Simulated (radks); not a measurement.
Values are calculated unless marked as measured or tabulated.
Spherical quantum dot in the effective-mass picture: electrons in a hard-walled sphere of radius 5.81, all in effective atomic units (hartree* = m*/eps^2 hartree, bohr* = eps/m* bohr), one dielectric constant everywhere. Level of theory: non-relativistic Kohn-Sham, PBEsol, spin-polarised, spherical densities (a radial shooting solver with Libxc functionals). Levels are named by radial order and angular momentum (1s, 1p, 1d, 2s, ...), and open shells are averaged over m. Results are scaled to m* = 0.045 and eps = 5.4, for which hartree* = 41.99 meV and bohr* = 6.35 nm. Each electron was tried in the lowest free levels, single moves between levels near the top were tried too, and the lowest total energy was kept; such a search can miss a lower state. At N = 1 the Hartree and exchange-correlation terms need not cancel, so that row can carry a self-interaction error.

N	open shells	2S	mu = E(N) - E(N-1) (meV)	addition energy mu(N+1) - mu(N) (meV)	e(HOMO) (meV)	rms radius (nm)
1	1s(up 1, down 0)	1	6.1580	10.99	10.578	19.89
2	none	0	17.146	13.92	21.517	21.16
3	1p(up 1, down 0)	1	31.062	8.755	35.388	22.55
4	1p(up 2, down 0)	2	39.818	8.928	44.271	23.35
5	1p(up 3, down 0)	3	48.746	11.15	53.225	23.92
6	1p(up 3, down 1)	2	59.892	8.496	64.094	24.38
7	1p(up 3, down 2)	1	68.388	8.665	72.706	24.75
8	none	0	77.053	14.74	81.408	25.06
9	1d(up 1, down 0)	1	91.789	8.497	96.030	25.41
10	1d(up 2, down 0)	2	100.29	8.532	104.55	25.70
11	1d(up 3, down 0)	3	108.82	8.547	113.09	25.95
12	1d(up 4, down 0)	4	117.37	8.552	121.64	26.17
13	1d(up 5, down 0)	5	125.92	10.68	130.19	26.37
14	1d(up 5, down 1)	4	136.59	8.352	140.76	26.55
15	1d(up 5, down 2)	3	144.95	8.390	149.14	26.71
16	1d(up 5, down 3)	2	153.34	8.411	157.54	26.86
17	1d(up 5, down 4)	1	161.75	8.423	165.96	27.00
18	none	0	170.17	15.76	174.38	27.13
19	1f(up 1, down 0)	1	185.93	8.315	190.09	27.27
20	1f(up 2, down 0)	2	194.25	8.323	198.41	27.39
21	1f(up 3, down 0)	3	202.57	8.328	206.73	27.51
22	1f(up 4, down 0)	4	210.90	8.330	215.06	27.62
23	1f(up 5, down 0)	5	219.23	8.330	223.39	27.73
24	1f(up 6, down 0)	6	227.56	8.329	231.72	27.83
25	1f(up 7, down 0)	7	235.89	10.38	240.05	27.92
26	1f(up 7, down 1)	6	246.27	8.223	250.38	28.01
27	1f(up 7, down 2)	5	254.49	8.233	258.61	28.09
28	1f(up 7, down 3)	4	262.73	8.240	266.85	28.17
29	1f(up 7, down 4)	3	270.97	8.245	275.09	28.24
30	1f(up 7, down 5)	2	279.21	8.248	283.33	28.31
31	1f(up 7, down 6)	1	287.46	8.249	291.58	28.38
32	none	0	295.71	16.94	299.83	28.45
33	1g(up 1, down 0)	1	312.65	-	316.74	28.52

All shells are closed at N = 2, 8, 18, 32 (there: 1s2 1p6 1d10 1f14); the second difference of the energy has clear peaks (12 % above both neighbours; the first and last values, which can be the largest, are not judged, and half-filled shells can peak too) at N = 2, 5, 8, 13, 18, 25.
